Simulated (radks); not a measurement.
Question: The nickel ion Ni+ is in [Ar] 3d9. All-electron calculation, scalar-relativistic Kohn-Sham, LDA (Slater exchange, Perdew-Wang correlation), spin-polarised, spherical densities, finite nucleus; Fermi nuclear charge, rms radius of each element as measured or else 0.836 A^(1/3) + 0.57 fm. Program: a radial shooting solver on a logarithmic mesh with Libxc functionals. Open shells are filled with parallel spins first. One electron is removed from 3d, 3p, 2p, 3s in turn, with full relaxation. Which removal costs least, and what does each cost?

Answer: 3d 19.942 eV; 3p 82.224 eV; 3s 121.42 eV; 2p 873.51 eV. The 3d electron leaves first.
